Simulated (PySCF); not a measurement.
Isomers of C4H12Ge.

All values: CAM-B3LYP/def2-SVPD (PySCF) at PBE0-D3(BJ)/def2-SVP geometries, gas phase, one conformer each. Core orbitals are frozen in the response; Δα² is half the sum of the squared differences of the principal polarisabilities. The calculation is non-relativistic, for germanium too.

(1) Rank by polarisability anisotropy Δα, highest first.
A. `[CH3:1][CH2:2][GeH:3]([CH3:4])[CH3:5]` with C1–C2–Ge3–C4 63°
B. `[CH3:1][CH2:2][C@H:3]([CH3:4])[GeH3:5]` with C1–C2–C3–C4 -176°
C. GeH3(nBu) (`[GeH3][CH2]CCC`)
D. Ge(tBu)H3 (`C[C](C)(C)[GeH3]`)

## Answers

(1) C (3.50 Å³), B (2.26 Å³), D (1.71 Å³), A (1.19 Å³).

All values together:

```csv
SMILES,μ (D),HOMO (eV),LUMO (eV),α (Å³),Δα (Å³),ΔSCF removal energy (eV)
[H][Ge]([H])([H])[C](C)(C)C,0.77,-9.01,0.99,12.30,1.71,–
C[CH2][GeH]([CH3])[CH3],0.47,-9.16,1.15,12.02,1.19,9.88
CC[C@H](C)[GeH3],0.89,-9.22,1.09,12.22,2.26,9.94
[H][Ge]([H])([H])[CH2]CCC,0.85,-9.57,1.07,12.31,3.50,–
```

Conformers: `[CH3:1][CH2:2][GeH:3]([CH3:4])[CH3:5]` with C1–C2–Ge3–C4 63°; `[CH3:1][CH2:2][C@H:3]([CH3:4])[GeH3:5]` with C1–C2–C3–C4 -176°; `[H][Ge]([H])([H])[CH2]CCC`.

A dash marks a removal energy that wasn't run or isn't settled.
